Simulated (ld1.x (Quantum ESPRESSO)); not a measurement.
# Logarithmic derivatives: cadmium, PAW

| Item | Value |
| --- | --- |
| Element | Cd (Z = 48) |
| Generator | ld1.x (Quantum ESPRESSO) 7.5 |
| Type | PAW |
| Functional | LDA (PZ) |
| Relativity | scalar-relativistic |
| Frozen core | [Ar] 3d10 |
| Valence charge | 20 |
| Reference configuration | 4s2 4p6 4d10 5s0.5 5p0 (charge +1.5) |
| Partial waves | 4s (bound): rcut 1.15, rcutus 1.30 bohr; 5s (bound): rcut 1.15, rcutus 1.30 bohr; 4p (bound): rcut 1.40, rcutus 1.75 bohr; 5p (bound, empty): rcut 1.40, rcutus 1.75 bohr; 4d (bound): rcut 1.80, rcutus 2.10 bohr; 4d channel at -0.85 Ry: rcut 1.80, rcutus 2.10 bohr |
| Local potential | all-electron potential smoothed inside 1.70 bohr (lloc = -2) |
| Core correction | Bessel-smoothed model core, default radius (core density twice the valence density) |
| Augmentation charge | BESSEL, radius 1.10 bohr |

The phase is arctan(r·u′/u) with u = r·R(r), unwrapped; energies in Ry, scanned from -11 to 5 Ry. A pole is an energy at which the radial function vanishes at the test radius. The pseudo phase is shifted by a multiple of π to meet the all-electron one at the reference energy, and phase errors are pseudo minus all-electron; the curves can meet again beyond the range given. Levels narrower than the energy grid can be missing from the lists of poles.

Q: For each channel, where are the poles, and over which energies does the pseudopotential scatter like the atom?

A:

```csv
channel,radius (bohr),reference energy (Ry),"poles, all-electron","poles, pseudo",unbroken range about the reference energy with phases within 0.05 rad,phase error 1 Ry above the reference energy (rad)
s,2.31,-1.29,"-8.77, 1.73","-8.77, 1.73",the whole range,-0.000
p,2.31,-0.82,"-5.89, 3.26","-5.89, 3.22",the whole range,-0.001
d,2.31,-1.88,-1.57,-1.57,the whole range,+0.000
```

Phases in the p channel:

| E (Ry) | all-electron | pseudo |
| --- | --- | --- |
| -11.00 | 1.427 | 1.427 |
| -10.52 | 1.423 | 1.423 |
| -10.04 | 1.419 | 1.419 |
| -9.56 | 1.414 | 1.414 |
| -9.08 | 1.408 | 1.408 |
| -8.60 | 1.402 | 1.402 |
| -8.12 | 1.394 | 1.394 |
| -7.64 | 1.385 | 1.385 |
| -7.16 | 1.373 | 1.373 |
| -6.68 | 1.353 | 1.353 |
| -6.20 | 1.275 | 1.275 |
| -5.72 | -1.702 | -1.702 |
| -5.24 | -1.764 | -1.764 |
| -4.76 | -1.789 | -1.789 |
| -4.28 | -1.812 | -1.812 |
| -3.80 | -1.837 | -1.837 |
| -3.32 | -1.867 | -1.867 |
| -2.84 | -1.907 | -1.907 |
| -2.36 | -1.962 | -1.962 |
| -1.88 | -2.047 | -2.047 |
| -1.40 | -2.190 | -2.190 |
| -0.92 | -2.472 | -2.472 |
| -0.44 | -3.065 | -3.065 |
| 0.04 | -3.809 | -3.809 |
| 0.52 | -4.223 | -4.224 |
| 1.00 | -4.421 | -4.422 |
| 1.48 | -4.531 | -4.532 |
| 1.96 | -4.601 | -4.603 |
| 2.44 | -4.651 | -4.653 |
| 2.92 | -4.689 | -4.692 |
| 3.40 | -4.721 | -4.724 |
| 3.88 | -4.750 | -4.754 |
| 4.36 | -4.777 | -4.782 |
| 4.84 | -4.803 | -4.811 |
